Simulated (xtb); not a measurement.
N-ethenylpropan-2-imine (C5H9N), SMILES N(=C(C)C)C=C. All values are semi-empirical tight-binding results from xtb (GFN2-xTB unless named), good for trends rather than for accurate numbers. Geometry optimised at GFN2-xTB. Other conformers were not sampled.

Optimised geometry:

```xyz
15

C      2.1367    -0.5803     0.7556
C      1.5526    -0.3422    -0.4148
N      0.4384     0.4301    -0.6156
C     -0.7226     0.2507    -0.1604
C     -1.1805    -0.9395     0.6365
C     -1.7671     1.2826    -0.4516
H      1.7029    -0.2398     1.6806
H      3.0889    -1.0755     0.8152
H      2.0234    -0.6414    -1.3446
H     -1.3495    -0.6410     1.6705
H     -2.1195    -1.3201     0.2396
H     -0.4297    -1.7263     0.6207
H     -2.2132     1.6333     0.4776
H     -2.5598     0.8500    -1.0605
H     -1.3273     2.1221    -0.9816
```
Charge 0, spin multiplicity 1.

```yaml
orbital_gap: 3.30 eV
dipole_moment: 2.13 D
zero_point_energy: 79.3 kcal/mol
G − E(el) at 298.15 K (modified RRHO): 59.6 kcal/mol
static polarisability (D4 model): 68.9 bohr³
solvation energy, GFN2-xTB/ALPB(water): -2.6 kcal/mol
solvation energy, GFN2-xTB/ALPB(hexane): -4.8 kcal/mol
```

Computed IR lines (harmonic; lines under 4 % of the strongest left out, lines within 3 cm⁻¹ merged):
ν (cm⁻¹): 583 (w), 816 (w), 848 (w), 943 (w), 974 (w), 991 (w), 1044 (w), 1060 (w), 1179 (m), 1237 (m), 1277 (w), 1379 (m), 1389 (w), 1402 (w), 1471 (w), 1476 (w), 1660 (m), 1759 (vs), 3011 (m), 3021 (w), 3028 (m), 3043 (w), 3065 (w), 3109 (w), 3140 (m) (against the strongest line: vs over 80 %, s over 45 %, m over 15 %, w over 4 %, vw less)

Computed atomic charges and the Wiberg bond orders between heavy atoms:
charges (e) C1 -0.12, C2 0.04, N3 -0.21, C4 0.12, C5 -0.12, C6 -0.12, H7 0.03, H8 0.03, H9 0.03, H10 0.05, H11 0.05, H12 0.05, H13 0.06, H14 0.06, H15 0.06. Bond orders C1–C2 1.84, C2–N3 1.15, N3–C4 1.82, C4–C5 1.01, C4–C6 1.02.
